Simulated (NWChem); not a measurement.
Molecule: SiH$_{4}$SeO$_{2}$; SMILES O[Se]O[SiH3]

```xyz
8

Se     0.3725    -0.8839     0.0832
O     -1.3176    -1.4068    -0.1533
H     -1.8393    -1.0652     0.5857
O      0.3476     0.7315    -0.7156
Si    -0.1536     2.0780     0.1651
H     -1.5015     1.8307     0.7651
H     -0.2239     3.2081    -0.8010
H      0.8115     2.3902     1.2608
```
Atoms are numbered in this order, from 1.

Program: NWChem. Structure relaxed at the PBE0/def2-SVP level. Ions are spin-unrestricted doublets at the neutral geometry; other ion states weren't tried.

### Question
Estimate the computed values for CAM-B3LYP/def2-SVP. Quantities: vertical ionisation energy, ΔSCF (eV); −ε(HOMO) (eV).

### Answer
| Item | Value |
|---|---|
| vertical ionisation energy, ΔSCF (eV) | 9.01 |
| −ε(HOMO) (eV) | 7.79 |
